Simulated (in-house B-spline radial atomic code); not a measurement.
What moves the levels of F+ ([He] 2s2 2p4)? Level of theory: Dirac-Hartree-Fock, average of configuration, Fermi nucleus of rms radius 2.8976 fm; calculated with a radial B-spline atomic code at the basis-set limit.

Baseline run (computed): total energy -98.8728 hartree, 1s1/2 at -27.18165 hartree, 2p3/2 at -38.667 eV with <r> = 0.9739 bohr.

Scaling the speed of light c (a factor of 100 is close to the non-relativistic limit):

```csv
c/c0,ΔE (hartree),2p3/2 level (eV),2p3/2 <r> (bohr)
0.9,-0.021829,-38.6586,0.974
0.98,-0.0038356,-38.6658,0.9739
1.02,0.0036116,-38.6687,0.9739
3,0.082527,-38.7002,0.9736
100,0.092812,-38.7043,0.9736
```

**Question.** The nuclear charge is raised by 0.1. What does the Hellmann-Feynman theorem predict for the energy, and what is found?

**Answer.** dE/dZ ≈ -Σ<1/r>, which is -25.8162 at the start and -26.1696 at the end; their mean times 0.1 is -2.5993 hartree, and the two runs differ by -2.5993 hartree.
